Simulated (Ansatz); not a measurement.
**Question.** Name a neutral molecule of C, O, Ta and H with HOMO energy (PBE0/def2-TZVPP) between -8.10 and -7.80 eV and HOMO energy (ωB97M-V/def2-TZVPP) between -10.60 and -10.30 eV (Ansatz, PBE0-D4/def2-TZVP geometry).

**Answer.** `[CH3][Ta]([CH3])(=[O])[OH]` (-8.08 eV, -10.43 eV). Other molecules can fit too; these were computed, each in one conformer that needn't be the lowest.
